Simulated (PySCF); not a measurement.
**Two-component Hartree-Fock for K¹⁰⁺ (potassium, charge +10)**

Start: [He] 2s2 2p5; 2p1/2 filled at m_j = -1/2, +1/2; 2p3/2 filled at m_j = -1/2, +1/2, +3/2. Calculated with PySCF 2.14 in an uncontracted even-tempered set (18 s from 1.4 bohr⁻², ratio 2.4; 11 p from 1.9 bohr⁻², ratio 2.4; 5 d from 10 bohr⁻², ratio 2.6; 5 f from 16 bohr⁻², ratio 2.6): generalised Hartree-Fock with the X2C-1e Hamiltonian and a Gaussian nucleus; one run each with spin-orbit coupling (SO) switched off, then screened by Boettger's factors.

```json
{"spinor shell": "1s1/2", "electrons": "2", "ε, spin-free (eV)": "-3938.8", "ε, screened SO (eV)": "-3938.6", "weight of nominal j (screened SO)": "1.000", "rms radius, screened SO (bohr)": "0.0935"}
{"spinor shell": "2s1/2", "electrons": "2", "ε, spin-free (eV)": "-644.93", "ε, screened SO (eV)": "-644.88", "weight of nominal j (screened SO)": "1.000", "rms radius, screened SO (bohr)": "0.405"}
{"spinor shell": "2p1/2", "electrons": "2", "ε, spin-free (eV)": "-571.22", "ε, screened SO (eV)": "-574.29", "weight of nominal j (screened SO)": "0.751", "rms radius, screened SO (bohr)": "0.368"}
{"spinor shell": "2p3/2", "electrons": "3", "ε, spin-free (eV)": "-571.22", "ε, screened SO (eV)": "-569.45", "weight of nominal j (screened SO)": "0.834", "rms radius, screened SO (bohr)": "0.370"}
```

```json
{"quantity": "E (hartree)", "spin-free": "-554.93228", "screened SO": "-554.97175"}
{"quantity": "M_J", "spin-free": "3/2", "screened SO": "3/2"}
{"quantity": "⟨J²⟩", "spin-free": "3.750", "screened SO": "3.750"}
{"quantity": "⟨L²⟩", "spin-free": "2.000", "screened SO": "2.000"}
{"quantity": "⟨S²⟩", "spin-free": "0.750", "screened SO": "0.750"}
```

Each row is a mean over spinors that exchange with the open shell spreads, by up to 13.724 eV (2s1/2).

Rows whose weight is well below 1 are mixtures of j = l ± 1/2: exchange outweighs spin-orbit coupling there, and the label is only the starting occupation.

Without spin-orbit coupling the j labels of p, d and f shells carry no meaning; the spin-free column gives the mean over the occupied spinors of each nl shell.
